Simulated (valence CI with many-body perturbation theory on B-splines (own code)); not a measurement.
Results of a calculation; reference values are marked as such.
**Hyperfine factors and g values of Er³⁵⁺**

Method: relativistic CI+MBPT: five valence electrons over a frozen Dirac-Fock core [Ar] 3d10, radial functions for each j: 11 s, 11 p, 10 d, 8 f, 5 g, 2 h, with the one-electron correlation potential Σ1 (screened to all orders), the two-electron term Σ2, the three-electron term Σ3, Breit, model QED; selected single and double excitations, second order for the rest, scaled by the run's own slope (own B-spline code, finite nucleus).

No measured spectrum was set against this ion. As an estimate, large intervals hold to a few tenths of a per cent, small ones and those within an open d or f shell to about a per cent. Among the levels kept, up to 2100 cm⁻¹ of a level comes from second order outside the variational space, and about a tenth of that is noise between levels of different J, which matters for small intervals.

A/g_I is the dipole constant over the nuclear g factor μ/I (μ in nuclear magnetons, uniformly magnetised nucleus), B/Q the quadrupole constant per barn. Both hold the static response of the core; the bare values leave it out. Large factors of s and p1/2 electrons are usually good to 5 to 10 %; those of open d and f shells near neutrality can be off by tens of per cent, and small factors of p3/2, d and f electrons come from cancelling terms and can be off by a factor of two or in sign, in half-filled shells by more. B is blank for J = 1/2, where it vanishes, and for nearly pure S terms. Energies count from the lowest level.

Levels are named by their leading jj configuration (3d3/2^4 stands for four electrons in 3d with j = 3/2), which in mixed levels can hold well under half, so a name can repeat and another be missing. Letters in brackets count levels of one name in rising energy.

```
                             Level  E (eV)      g  A/g_I (MHz)  A/g_I bare  B/Q (MHz/b)  B/Q bare
        (4s^2 4p1/2^2 4p3/2) J=3/2    0.00  1.382        38200       36500        71400     68800
        (4s^2 4p1/2 4p3/2^2) J=3/2   54.88  1.448       -13100      -13000        12200     11800
        (4s^2 4p1/2 4p3/2^2) J=5/2   59.69  1.196        94300       90800         -160      -142
        (4s^2 4p1/2 4p3/2^2) J=1/2   65.72  0.661       311000      300000                       
              (4s^2 4p3/2^3) J=3/2  121.43  1.295        41400       39700       -83600    -80500
        (4s^2 4p1/2^2 4d3/2) J=3/2  131.89  0.822         7640        7970         3530      3620
        (4s 4p1/2^2 4p3/2^2) J=5/2  135.27  1.478       197000      190000        14600     14100
        (4s 4p1/2^2 4p3/2^2) J=1/2  150.80  2.162       909000      877000                       
        (4s^2 4p1/2^2 4d5/2) J=5/2  153.37  1.213        31000       30300        24100     23400
        (4s 4p1/2^2 4p3/2^2) J=3/2  153.43  1.144      -110000     -106000       -17300    -16700
(4s^2 4p1/2 4p3/2 4d3/2) J=3/2 [a]  186.59  0.950        56500       54900       -49200    -47400
(4s^2 4p1/2 4p3/2 4d3/2) J=5/2 [a]  187.07  0.979        77300       74900       -13600    -13000
(4s^2 4p1/2 4p3/2 4d3/2) J=1/2 [a]  187.32  0.269        95400       93400                       
          (4s 4p1/2 4p3/2^3) J=3/2  191.86  1.504       151000      146000       -46000    -44400
    (4s^2 4p1/2 4p3/2 4d3/2) J=7/2  191.92  1.062        68200       66100        66000     63800
          (4s 4p1/2 4p3/2^3) J=5/2  197.46  1.212       186000      180000       -82700    -79600
(4s^2 4p1/2 4p3/2 4d5/2) J=7/2 [a]  199.94  1.311       -12200      -11600        84200     81300
(4s^2 4p1/2 4p3/2 4d3/2) J=1/2 [b]  204.24  1.430        84000       80100                       
(4s^2 4p1/2 4p3/2 4d3/2) J=5/2 [b]  204.30  1.257        10100        9970        51500     49800
(4s^2 4p1/2 4p3/2 4d3/2) J=3/2 [b]  205.03  1.190         4680        4480        11500     11000
    (4s^2 4p1/2 4p3/2 4d5/2) J=9/2  205.17  1.202        51300       49700        69900     67700
(4s^2 4p1/2 4p3/2 4d5/2) J=3/2 [a]  209.71  1.175       -27400      -26000       -39300    -37900
          (4s 4p1/2 4p3/2^3) J=1/2  212.75  1.771      -142000     -136000                       
(4s^2 4p1/2 4p3/2 4d5/2) J=5/2 [a]  214.46  1.172        96000       92900       -43400    -41700
(4s^2 4p1/2 4p3/2 4d5/2) J=7/2 [b]  216.28  1.096        58500       56700        17900     17500
(4s^2 4p1/2 4p3/2 4d5/2) J=3/2 [b]  217.87  1.286        96700       93600       -18400    -17800
(4s^2 4p1/2 4p3/2 4d5/2) J=5/2 [b]  219.60  1.225        33500       32500         1270      1320
(4s^2 4p1/2 4p3/2 4d5/2) J=3/2 [c]  222.79  0.934        71500       69300        19100     18500
    (4s^2 4p1/2 4p3/2 4d5/2) J=1/2  226.63  1.074      -127000     -122000                       
        (4s^2 4p3/2^2 4d3/2) J=1/2  258.03  1.900       318000      307000                       
    (4s^2 4p3/2^2 4d3/2) J=3/2 [a]  259.37  1.171        28600       27600       -32700    -31600
        (4s^2 4p3/2^2 4d5/2) J=1/2  259.73  0.972        71400       68200                       
        (4s^2 4p3/2^2 4d3/2) J=5/2  260.10  1.204        41700       40400        -9680     -9390
        (4s^2 4p3/2^2 4d5/2) J=7/2  260.81  1.270        23800       23200        16500     16000
        (4s^2 4p3/2^2 4d5/2) J=9/2  262.74  1.236        23100       22500        41900     40600
        (4s^2 4p3/2^2 4d3/2) J=7/2  263.72  1.085        30400       29400         4800      4950
(4s 4p1/2^2 4p3/2 4d3/2) J=5/2 [a]  267.84  1.312       149000      144000        21600     20700
(4s 4p1/2^2 4p3/2 4d3/2) J=3/2 [a]  268.47  1.392       135000      131000        -4530     -4490
(4s 4p1/2^2 4p3/2 4d3/2) J=1/2 [a]  268.47  2.620       517000      498000                       
    (4s^2 4p3/2^2 4d3/2) J=3/2 [b]  269.30  0.916        20600       20500        29400     28600
```

Question: Take the isotope of mass number 167, with I = 7/2, μ = -0.5623 μN and Q = 3.57 b. What is the hyperfine structure of (4s 4p1/2^2 4p3/2^2) J=5/2?

Answer: From the table A = -31600 MHz, B = 52200 MHz. Shifts from the centre of gravity in MHz: F = 1: 383000, F = 2: 305000, F = 3: 194000, F = 4: 55400, F = 5: -101000, F = 6: -263000.
